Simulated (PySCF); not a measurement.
Ionisation energy of Mn⁺ by level of theory

Mn⁺ [Ar] 3d5 4s1 (7S) → Mn²⁺ [Ar] 3d5 (6S), as a difference of total energies. Calculation: PySCF 2.14, in Sapporo-DKH3-DZP-2012 (6s5p3d1f, 43 functions); the spin-free X2C one-electron Hamiltonian (Gaussian nucleus). Correlated levels: valence: [Ar] frozen. The calculations carry no spin-orbit coupling.

| method | ionisation energy (eV) |
| --- | --- |
| UHF | 14.848 |
| BP86 | 16.340 |
| MN15 | 15.474 |
| MP2 (valence) | 15.258 |
| SCS-MP2 (valence) | 14.985 |

Task: How much does correlation contribute at MP2 (valence)?

Result: 15.258 − (14.848) = 0.410 eV, measured against UHF.

Errors of the correlated levels include the incompleteness of this basis and the frozen core.

For comparison: 15.640 eV (measured; NIST Atomic Spectra Database, ionization energies).
